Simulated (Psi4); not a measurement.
C5H12Si, charge +1, doublet, geometry from GFN2-xTB (a state made from the parent by changing its charge; the spin is typed, not shown lowest); CCSD(T)/STO-3G in Psi4.

Input for Psi4:
```
memory 2 GB

molecule mol {
1 2
  C     1.987422   -0.713870    1.210396
  C     1.553478    0.027725    0.235496
  Si   -0.406748    0.150745   -0.166539
  C    -0.620981    1.987580   -0.578787
  C    -1.513069   -0.519044    1.212379
  C    -0.224725   -1.095032   -1.632481
  H     3.028145   -0.665924    1.520543
  H     1.386167   -1.394445    1.791944
  H     2.135374    0.667651   -0.404958
  H    -1.651717    2.189070   -0.861952
  H     0.014013    2.298484   -1.406008
  H    -0.394669    2.630309    0.269362
  H    -1.342685    0.000419    2.153166
  H    -2.564369   -0.382113    0.967239
  H    -1.364171   -1.582592    1.387699
  H     0.454943   -0.722566   -2.392297
  H     0.116083   -2.073103   -1.307946
  H    -1.215399   -1.199776   -2.067274
}

set basis sto-3g
set reference uhf

energy('ccsd(t)')
print_variables()
```

What does Psi4 print? Leave out banner, timings and long lists.


```
   => Loading Basis Set <=

    Name: STO-3G
    Role: ORBITAL
    Keyword: BASIS

         ---------------------------------------------------------
                                   SCF
               by Justin Turney, Rob Parrish, Andy Simmonett
                          and Daniel G. A. Smith
                              UHF Reference
         ---------------------------------------------------------

  ==> Geometry <==

    Molecular point group: c1
    Full point group: C1

    Geometry (in Angstrom), charge = 1, multiplicity = 2:

       Center              X                  Y                   Z               Mass
    ------------   -----------------  -----------------  -----------------  -----------------
         C            1.973464740890    -0.716161058788     1.206882867255    12.000000000000
         C            1.539520740890     0.025433941212     0.231982867255    12.000000000000
         SI          -0.420705259110     0.148453941212    -0.170052132745    27.976926534650
         C           -0.634938259110     1.985288941212    -0.582300132745    12.000000000000
         C           -1.527026259110    -0.521335058788     1.208865867255    12.000000000000
         C           -0.238682259110    -1.097323058788    -1.635994132745    12.000000000000
         H            3.014187740890    -0.668215058788     1.517029867255     1.007825032230
         H            1.372209740890    -1.396736058788     1.788430867255     1.007825032230
         H            2.121416740890     0.665359941212    -0.408471132745     1.007825032230
         H           -1.665674259110     2.186778941212    -0.865465132745     1.007825032230
         H            0.000055740890     2.296192941212    -1.409521132745     1.007825032230
         H           -0.408626259110     2.628017941212     0.265848867255     1.007825032230
         H           -1.356642259110    -0.001872058788     2.149652867255     1.007825032230
         H           -2.578326259110    -0.384404058788     0.963725867255     1.007825032230
         H           -1.378128259110    -1.584883058788     1.384185867255     1.007825032230
         H            0.440985740890    -0.724857058788    -2.395810132745     1.007825032230
         H            0.102125740890    -2.075394058788    -1.311459132745     1.007825032230
         H           -1.229356259110    -1.202067058788    -2.070787132745     1.007825032230

  Running in c1 symmetry.

[...]
  @UHF Final Energy:  -479.37888436679185
    Total Energy =                       -479.3788843667918513
[...]
     25  24   0   0         0.0396407530
     26  25   2   3        -0.0387740326
     18  24   0   1         0.0372223856
     21  26   0   1        -0.0345803740

    SCF energy       (wfn)                    = -479.378884366791851
    Reference energy (file100)                = -479.378884366792875

    Opposite-spin MP2 correlation energy      =   -0.254687739380680
    Same-spin MP2 correlation energy          =   -0.037045209994535
    Singles MP2 correlation energy            =   -0.000000000000000
    MP2 correlation energy                    =   -0.291732949375215
      * MP2 total energy                      = -479.670617316168091

    Opposite-spin CCSD correlation energy     =   -0.362921703551489
    Same-spin CCSD correlation energy         =   -0.034346255258234
    Singles CCSD correlation energy           =    0.000000000000000
    CCSD correlation energy                   =   -0.397267958809723
      * CCSD total energy                     = -479.776152325602595

            **************************
            *                        *
            *        CCTRIPLES       *
            *                        *
            **************************

    Wave function   =    CCSD_T
    Reference wfn   =      UHF

    Nuclear Rep. energy (wfn)                =  296.115255573211186
    SCF energy          (wfn)                = -479.378884366791851
    Reference energy    (file100)            = -479.378884366792875
    CCSD energy         (file100)            =   -0.397267958809723
    Total CCSD energy   (file100)            = -479.776152325602595

    Number of ijk index combinations:
    Spin Case AAA:                                3276
    Spin Case BBB:                                2925
    Spin Case AAB:                               10206
    Spin Case ABB:                                9828
    AAA (T) energy                             =   -0.000046881872764
    BBB (T) energy                             =   -0.000129815651692
    AAB (T) energy                             =   -0.002915066612656
    ABB (T) energy                             =   -0.002107999743767
    (T) energy                                   =   -0.005199763880879
      * CCSD(T) total energy                     = -479.781352089483448

  Variable Map:
  ----------------------------------------------------------------------------
[...]
  Array Variable Map:
  ----------------------------------------------------------------------------
[...]
[...]
```
